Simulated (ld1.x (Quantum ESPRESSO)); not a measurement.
Before and after: TM potential for Al

ld1.x (Quantum ESPRESSO) 7.5 input, shortened:

```
&input
   title='Al', zed=13., rel=0, dft='PZ', iswitch=3,
   config='[Ne] 3s2 3p1 3d-2'
 /
 &inputp
   pseudotype=2, tm=.true., lloc=-1, rcloc=1.40,
   nlcc=.true., new_core_ps=.true.
 /
3
3S  1  0   2.00   0.00  1.80  1.80  0.0
3P  2  1   1.00   0.00  1.90  1.90  0.0
3D  3  2  -2.00   0.40  1.55  1.55  0.0
 &test
   configts(1)='3s2 3p1'
 /
```

All-electron outer shells of the reference configuration (LDA (PZ), non-relativistic, ld1.x):

| shell | level (eV) | outermost node (bohr) | outermost maximum (bohr) |
| --- | --- | --- | --- |
| 3s | -7.81 | 0.80 | 2.06 |
| 3p | -2.80 | 0.82 | 2.64 |

Change: wave 3s (bound): rc 1.80 bohr becomes 3s (bound): rc 1.42 bohr.

Cutoffs: the cutoffs (Ry, on a coarse ladder) from which the occupation-weighted sum of valence levels, in a spherical-Bessel basis at the reference potential, stays within 10 and 1 mRy of its value at 400 Ry; they do not see the model core or the augmentation charge, which bear on the density cutoff. Errors are all-electron minus pseudo energies relative to the spin-unpolarised reference configuration.

Q: How do hardness, ghosts and transferability respond?

A: The potential gets harder (10 Ry and 30 Ry → 35 Ry and 70 Ry); of the 9 tests that both files solve, the error grows in 5 and shrinks in 0 by more than 15 % and 0.3 meV (median size 1.1 → 4.2 meV); neither file shows a bound ghost. A smaller radius makes the pseudo-wave follow the all-electron one further in, where it bends more sharply, so more plane waves are needed. That the errors move this way runs against the usual rule that smaller radii transfer better.

```tsv
quantity	base	changed
cutoff, loose	10 Ry	35 Ry
cutoff, tight	30 Ry	70 Ry
loose cutoff by channel (10 mRy a level)	s 8 Ry, p 6 Ry	s 30 Ry, p 6 Ry
bound ghosts	none	none
error for 3s2 3p0, meV [ΔE 5.86 eV]	+3.3	+4.2
error for 3s1 3p0, meV [ΔE 25.20 eV]	+25	+34
error for 3s2 3p0.5, meV [ΔE 2.13 eV]	+0.6	+0.7
error for 3s1 3p1, meV [ΔE 11.64 eV]	+7.0	+7.3
error for 3s0 3p3, meV [ΔE 10.44 eV]	-1.1	-10
error for 3s2 3p1.3, meV [ΔE -0.60 eV]	+0.1	+0.1
error for 3s1 3p2, meV [ΔE 5.12 eV]	+0.1	-1.4
error for 3s2 3p1 (spin-polarised), meV [ΔE -0.14 eV]	+0.6	+0.7
error for 3s1 3p0 (spin-polarised), meV [ΔE 24.77 eV]	+18	+21
s: phases at 2.05 bohr within 0.05 rad from the reference energy up to (Ry; the scan ends near 5)	0.8	0.4
p: phases at 2.05 bohr within 0.05 rad from the reference energy up to (Ry; the scan ends near 5)	1.4	1.4
d: phases at 2.05 bohr within 0.05 rad from the reference energy up to (Ry; the scan ends near 5)	to the end of the scan	to the end of the scan
```
